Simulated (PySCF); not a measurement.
PySCF input file for Te(F)(SiH3) (FH3SiTe), SMILES [Te]([SiH3])F, TDA-M06-2X/def2-SVPD. Coordinates come from a B3LYP-D3(BJ)/def2-SVP optimisation. The def2 effective core potentials stand for the cores of Te; spin–orbit coupling is left out.

```python
import numpy as np
from pyscf import gto, scf, dft, tdscf

mol = gto.M(
    atom='''
    Te    0.32370180   -0.51225079   -0.00000000
    F    -1.60308455   -0.92062304    0.00000000
    Si   -0.13159342    1.97156666   -0.00000000
    H    -0.89110741    2.35861149    1.21865663
    H    -0.89110740    2.35861148   -1.21865664
    H     1.21979019    2.60349198    0.00000001
    ''',
    basis='def2-SVPD',
    ecp={'Te': 'def2-svp'},
    charge=0,
    spin=0,
    symmetry=True,
    max_memory=1600,
    verbose=4,
)
mf = dft.RKS(mol, xc='m06-2x').density_fit(auxbasis='def2-universal-jkfit')
mf.grids.level = 4
mf.conv_tol = 1e-9
mf.max_cycle = 100
mf.kernel()
mf.grids = dft.Grids(mol).set(level=2).build(with_non0tab=True)  # coarser grid for the response kernel
td = tdscf.TDA(mf)
td.singlet = True
td.nstates = 10
td.conv_tol = 1e-4
td.kernel(x0=td.get_init_guess(mf, 15))
td.analyze()
tt = tdscf.TDA(mf)
tt.singlet = False
tt.nstates = 4
tt.conv_tol = 1e-4
tt.kernel(x0=tt.get_init_guess(mf, 9))
tt.analyze(verbose=3)
```

Output:

```
PySCF version 2.14.0

[INPUT] verbose = 4
[INPUT] num. atoms = 6
[INPUT] num. electrons = 50
[INPUT] charge = 0
[INPUT] spin (= nelec alpha-beta = 2S) = 0
[INPUT] symmetry True subgroup None
[INPUT] Mole.unit = angstrom
[INPUT] Symbol           X                Y                Z      unit          X                Y                Z       unit  Magmom
[INPUT]  1 Te     0.323701800000  -0.512250790000   0.000000000000 AA    0.611707748029  -0.968013700192   0.000000000000 Bohr   0.0
[INPUT]  2 F     -1.603084550000  -0.920623040000   0.000000000000 AA   -3.029390754022  -1.739725409565   0.000000000000 Bohr   0.0
[INPUT]  3 Si    -0.131593420000   1.971566660000   0.000000000000 AA   -0.248675523595   3.725721023723   0.000000000000 Bohr   0.0
[INPUT]  4 H     -0.891107410000   2.358611490000   1.218656630000 AA   -1.683948952471   4.457129750352   2.302927270585 Bohr   0.0
[INPUT]  5 H     -0.891107400000   2.358611480000  -1.218656640000 AA   -1.683948933573   4.457129731455  -2.302927289483 Bohr   0.0
[INPUT]  6 H      1.219790190000   2.603491980000   0.000000010000 AA    2.305069388531   4.919886809702   0.000000018897 Bohr   0.0

nuclear repulsion = 179.799863063426
point group symmetry = Cs
symmetry origin: [ 3.63408874e-09 -6.05681437e-09 -3.68868740e-18]
symmetry axis x: [1.00000000e+00 2.17838546e-09 3.08457994e-10]
symmetry axis y: [ 2.17838546e-09 -1.00000000e+00 -1.61492265e-10]
symmetry axis z: [-3.08457993e-10 -1.61492265e-10  1.00000000e+00]
num. orbitals of irrep A' = 71
num. orbitals of irrep A" = 35
number of shells = 44
number of NR pGTOs = 175
number of NR cGTOs = 106
basis = def2-SVPD
ecp = {'Te': 'def2-svp'}


[settings echo left out]
init E= -630.487619825068
HOMO (A') = -0.668505293937521  LUMO (A") = -0.66688168140156  gap/eV = 0.04418
cycle= 1 E= -655.605242947059  delta_E= -25.1  |g|= 2.86  |ddm|= 9.16
HOMO (A") = -0.157900231971843  LUMO (A') = -0.115822438641018  gap/eV = 1.14500
cycle= 2 E= -629.519802090652  delta_E= 26.1  |g|= 5.74  |ddm|= 39.5
HOMO (A") = -0.203335060992632  LUMO (A') = -0.166402007798361  gap/eV = 1.00500
cycle= 3 E= -657.903110253646  delta_E= -28.4  |g|= 2.05  |ddm|= 38.9
HOMO (A") = -0.271670328203301  LUMO (A') = -0.136129662712307  gap/eV = 3.68825
cycle= 4 E= -658.827547227977  delta_E= -0.924  |g|= 0.259  |ddm|= 1.84
HOMO (A") = -0.261127182670517  LUMO (A') = -0.0533804441454619  gap/eV = 5.65308
cycle= 5 E= -658.846214455812  delta_E= -0.0187  |g|= 0.103  |ddm|= 0.633
HOMO (A") = -0.279560865578627  LUMO (A') = -0.0605781423442302  gap/eV = 5.95882
cycle= 6 E= -658.850036009748  delta_E= -0.00382  |g|= 0.0652  |ddm|= 0.178
HOMO (A") = -0.284792498995208  LUMO (A') = -0.0654528878794665  gap/eV = 5.96853
cycle= 7 E= -658.850874692572  delta_E= -0.000839  |g|= 0.0176  |ddm|= 0.0547
HOMO (A") = -0.285056687115525  LUMO (A') = -0.0645499748274929  gap/eV = 6.00029
cycle= 8 E= -658.850987105175  delta_E= -0.000112  |g|= 0.00603  |ddm|= 0.0379
HOMO (A") = -0.28521415595876  LUMO (A') = -0.0643244785739299  gap/eV = 6.01071
cycle= 9 E= -658.850996644776  delta_E= -9.54e-06  |g|= 0.000674  |ddm|= 0.00723
HOMO (A") = -0.285082765612927  LUMO (A') = -0.0642314353383782  gap/eV = 6.00967
cycle= 10 E= -658.850996817462  delta_E= -1.73e-07  |g|= 0.000205  |ddm|= 0.00137
HOMO (A") = -0.285072109694204  LUMO (A') = -0.0642164139143659  gap/eV = 6.00979
cycle= 11 E= -658.850996842181  delta_E= -2.47e-08  |g|= 5.91e-05  |ddm|= 0.000477
HOMO (A") = -0.285074351494425  LUMO (A') = -0.0642176820442728  gap/eV = 6.00982
cycle= 12 E= -658.850996845473  delta_E= -3.29e-09  |g|= 1.6e-05  |ddm|= 0.000207
HOMO (A") = -0.285074946863  LUMO (A') = -0.0642180798346459  gap/eV = 6.00982
cycle= 13 E= -658.850996845723  delta_E= -2.5e-10  |g|= 3.85e-06  |ddm|= 5.7e-05
HOMO (A") = -0.285074497809047  LUMO (A') = -0.0642177066494938  gap/eV = 6.00982
Extra cycle  E= -658.850996845738  delta_E= -1.53e-11  |g|= 2.42e-06  |ddm|= 1.2e-05
converged SCF energy = -658.850996845738
tot grids = 53696


******** <class 'pyscf.tdscf.rks.TDA'> for <class 'pyscf.df.df_jk.DFSymAdaptedRKS'> ********
nstates = 10 singlet
deg_eia_thresh = 1.000e-03
wfnsym = None
conv_tol = 0.0001
eigh lindep = 1e-12
eigh level_shift = 0
eigh max_cycle = 100


Excitation energies (eV)
[2.43655287 4.53043021 4.72848047 6.04116413 6.47510663 6.55440663
 6.68687236 6.8184056  6.98267431 7.26477965]

** Singlet excitation energies and oscillator strengths **
Excited State   1:   A"      2.43655 eV    508.85 nm  f=0.0009
      25 -> 26       -0.69781
Excited State   2:   A'      4.53043 eV    273.67 nm  f=0.0079
      24 -> 26       -0.68805
Excited State   3:   A"      4.72848 eV    262.21 nm  f=0.0075
      25 -> 27        0.68194
      25 -> 29       -0.10031
Excited State   4:   A"      6.04116 eV    205.23 nm  f=0.0777
      25 -> 28        0.69122
Excited State   5:   A'      6.47511 eV    191.48 nm  f=0.0066
      24 -> 27        0.33735
      25 -> 32       -0.59797
Excited State   6:   A"      6.55441 eV    189.16 nm  f=0.0001
      25 -> 27       -0.11174
      25 -> 29       -0.46277
      25 -> 31       -0.33516
      25 -> 33        0.36398
      25 -> 34       -0.11271
Excited State   7:   A"      6.68687 eV    185.41 nm  f=0.0287
      25 -> 29        0.50179
      25 -> 31       -0.30615
      25 -> 33        0.36558
Excited State   8:   A'      6.81841 eV    181.84 nm  f=0.1054
      25 -> 30       -0.68738
      25 -> 32        0.12686
Excited State   9:   A"      6.98267 eV    177.56 nm  f=0.0005
      25 -> 31       -0.52509
      25 -> 33       -0.43769
Excited State  10:   A'      7.26478 eV    170.66 nm  f=0.1476
      19 -> 26       -0.26142
      22 -> 26        0.42552
      24 -> 27        0.39446
      24 -> 28       -0.11762
      25 -> 32        0.18964
      25 -> 35        0.14118

** Transition electric dipole moments (AU) **
state          X           Y           Z        Dip. S.      Osc.
  1        -0.0000      0.0000      0.1201      0.0144      0.0009
  2         0.0927      0.2495      0.0000      0.0708      0.0079
  3        -0.0000      0.0000      0.2542      0.0646      0.0075
  4        -0.0000      0.0000     -0.7247      0.5251      0.0777
  5        -0.1626      0.1235     -0.0000      0.0417      0.0066
  6        -0.0000      0.0000     -0.0236      0.0006      0.0001
  7        -0.0000      0.0000      0.4187      0.1753      0.0287
  8        -0.4074      0.6821      0.0000      0.6312      0.1054
  9         0.0000     -0.0000     -0.0518      0.0027      0.0005
 10        -0.2361      0.8794      0.0000      0.8292      0.1476

WARN: ECP detected. Skipping calculation of transition velocity and magnetic dipole moments, which have not yet been implemented.



******** <class 'pyscf.tdscf.rks.TDA'> for <class 'pyscf.df.df_jk.DFSymAdaptedRKS'> ********
nstates = 4 triplet
deg_eia_thresh = 1.000e-03
wfnsym = None
conv_tol = 0.0001
eigh lindep = 1e-12
eigh level_shift = 0
eigh max_cycle = 100


Excitation energies (eV)
[1.66218153 3.7142692  4.25081484 5.771118  ]

** Triplet excitation energies and oscillator strengths **
Excited State   1:   A"      1.66218 eV    745.91 nm  f=0.0000
Excited State   2:   A'      3.71427 eV    333.81 nm  f=0.0000
Excited State   3:   A"      4.25081 eV    291.67 nm  f=0.0000
Excited State   4:   A'      5.77112 eV    214.84 nm  f=0.0000
```

The calculation finished and met its thresholds.

Cost: roughly 4 core-minutes.
